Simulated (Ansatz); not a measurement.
`C#[C][Ti]([OH])([OH])[OH]` and `[NH2][Ti]([OH])([OH])[OH]` differ in one atom or group.

Ansatz, PBE0-D4/def2-TZVP geometries, multiplicity 1. Each molecule was computed in one conformer, which needn't be the lowest.

Scalar relativity is left out up to krypton.

```tsv
property	`C#[C][Ti]([OH])([OH])[OH]`
HOMO energy (PBE/def2-TZVPP) / eV	-6.55
HOMO–LUMO gap (PBE0/def2-TZVPP) / eV	5.90
size of the dipole moment (PBE/def2-TZVPP) / D	2.35
HOMO–LUMO gap (PBE/def2-TZVPP) / eV	3.72
ideal-gas entropy at 298 K and 1 bar (rigid rotor, harmonic PBE0-D4/def2-TZVP) / J/(mol·K)	404
HOMO energy (ωB97M-V/def2-TZVPP) / eV	-10.02
```

**Question.** What does the change do to each property? (An estimate is asked.)

**Answer.** Computed: 
| property | `[NH2][Ti]([OH])([OH])[OH]` | shift |
| --- | --- | --- |
| HOMO energy (PBE/def2-TZVPP) / eV | -6.00 | 0.55 |
| HOMO–LUMO gap (PBE0/def2-TZVPP) / eV | 6.37 | 0.47 |
| size of the dipole moment (PBE/def2-TZVPP) / D | 1.43 | -0.92 |
| HOMO–LUMO gap (PBE/def2-TZVPP) / eV | 3.92 | 0.20 |
| ideal-gas entropy at 298 K and 1 bar (rigid rotor, harmonic PBE0-D4/def2-TZVP) / J/(mol·K) | 375 | -29 |
| HOMO energy (ωB97M-V/def2-TZVPP) / eV | -9.80 | 0.22 |

With PBE0 the HOMO rises by 0.36 eV and the LUMO rises by 0.83 eV, so the gap widens by about 0.47 eV. PBE moves the HOMO by 0.55 eV and ωB97M-V by 0.22 eV. Dipoles are sizes alone; their direction can turn.
